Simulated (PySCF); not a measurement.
**Electron correlation in Sb (antimony, neutral)**

[Kr] 4d10 5s2 5p3, high-spin 4S determinant. Calculation: PySCF 2.14, in x2c-QZVPPall (13s9p7d4f1g, 112 functions); scalar relativity by spin-free X2C-1e. Frozen: [Kr] 4d10; 5 electrons correlated.

MP2 pair energies summed by pair of shells (mhartree):

```json
{"pair": "5s-5p", "energy": "-42.63", "share (%)": "65.6"}
{"pair": "5p-5p", "energy": "-13.35", "share (%)": "20.5"}
{"pair": "5s-5s", "energy": "-8.99", "share (%)": "13.8"}
```

Total MP2 correlation energy: -64.97 mhartree.

Same-spin part -16.96 and opposite-spin part -48.01 mhartree; SCS-MP2 scales them by 1/3 and 6/5 to -63.26 mhartree.
